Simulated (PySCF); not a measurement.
C3HN3S.
SMILES with atom numbers: `[N:1]#[C:2][c:3]1[n:4][cH:5][s:6][n:7]1` (hydrogens: H8 on C5)

Structure used (PBE0-D3(BJ)/def2-SVP), in Å, numbered top down from 1:
```
atom  x, y, z in Å
N1     3.0357   -0.1434   -0.0985
C2     1.9054    0.0247    0.0832
C3     0.5022    0.2283    0.3078
N4    -0.3921   -0.7413   -0.0386
C5    -1.5830   -0.3196    0.2661
S6    -1.5595    1.2527    0.9658
N7     0.0797    1.3504    0.8485
H8    -2.4981   -0.8927    0.0994
```

Level of theory: core-valence-separated Tamm–Dancoff BHandHLYP/aug-pcX-1 (pcseg-1 on H, def2-SVPD on S) in PySCF, non-relativistic, gas phase, PBE0-D3(BJ)/def2-SVP geometry. Absolute energies from this functional tend to lie a few eV below measured edges; no shift was applied.

The lowest roots of each edge with f over 0.003 (five at most, numbered afresh; weaker and dark ones are left out), with transition dipoles (au) in the frame of the coordinates:

| root | edge | E (eV) | μx | μy | μz |
| --- | --- | --- | --- | --- | --- |
| 1 | C | 283.47 | -0.0085 | 0.0388 | -0.0869 |
| 2 | C | 283.49 | -0.0068 | 0.0321 | -0.0719 |
| 3 | C | 283.94 | 0.0189 | 0.0856 | 0.0364 |
| 4 | C | 284.50 | 0.0080 | -0.0371 | 0.0833 |
| 5 | C | 286.43 | 0.0038 | -0.0177 | 0.0395 |
| 6 | N | 396.67 | -0.0066 | 0.0312 | -0.0697 |
| 7 | N | 396.74 | -0.0067 | 0.0305 | -0.0685 |
| 8 | N | 397.04 | 0.0069 | -0.0317 | 0.0710 |
| 9 | N | 397.28 | -0.0161 | -0.0737 | -0.0314 |
| 10 | N | 399.29 | -0.0017 | 0.0077 | -0.0173 |

Q: What are the oscillator strengths?

A: f = (2/3) ΔE |μ|², with ΔE in hartree (27.2114 eV):

| root | ΔE (Eh) | \|μ\|² (au) | f | core hole on |
| --- | --- | --- | --- | --- |
| 1 | 10.4175 | 0.009129 | 0.063 | C5 |
| 2 | 10.4181 | 0.006246 | 0.043 | C2 |
| 3 | 10.4345 | 0.009010 | 0.063 | C2 |
| 4 | 10.4552 | 0.008379 | 0.058 | C3 |
| 5 | 10.5260 | 0.001888 | 0.013 | C2 |
| 6 | 14.5772 | 0.005875 | 0.057 | N1 |
| 7 | 14.5799 | 0.005667 | 0.055 | N7 |
| 8 | 14.5909 | 0.006093 | 0.059 | N4 |
| 9 | 14.5998 | 0.006677 | 0.065 | N1 |
| 10 | 14.6738 | 0.000361 | 0.004 | N4 |

Q: What is the unit vector of the normal of the molecular plane, and which share of each root's |μ|² lies along it?

A: (0.09, -0.41, 0.91), up to sign.

| root | core hole on | share along it | final orbital under reflection in the plane |
| --- | --- | --- | --- |
| 1 | C5 | 1.00 | odd |
| 2 | C2 | 1.00 | odd |
| 3 | C2 | 0.00 | even |
| 4 | C3 | 1.00 | odd |
| 5 | C2 | 1.00 | odd |
| 6 | N1 | 1.00 | odd |
| 7 | N7 | 1.00 | odd |
| 8 | N4 | 1.00 | odd |
| 9 | N1 | 0.00 | even |
| 10 | N4 | 1.00 | odd |

The 1s orbitals of atoms in the plane are even under the reflection, so light polarised along the normal reaches odd orbitals alone (the out-of-plane π set) and light polarised in the plane even ones.

Q: For fixed molecules, how does the intensity of root 1 change when the electric field is turned 30° away from the normal of the molecular plane?

A: Intensity goes as (E·μ)², and μ lies along that direction, so it falls to cos²30° = 0.75 of its maximum; it vanishes at 90°.

Q: Molecules are fixed in this frame and the field points along (1, 0, −1)/√2. What effective strengths 3 f cos²θ do the roots have (θ between field and μ)?

A: root 1 (C5): 0.064, root 2 (C2): 0.044, root 3 (C2): 0.003, root 4 (C3): 0.059, root 5 (C2): 0.013, root 6 (N1): 0.058, root 7 (N7): 0.056, root 8 (N4): 0.060, root 9 (N1): 0.003, root 10 (N4): 0.004. Averaged over all orientations cos²θ is 1/3, which gives f back.

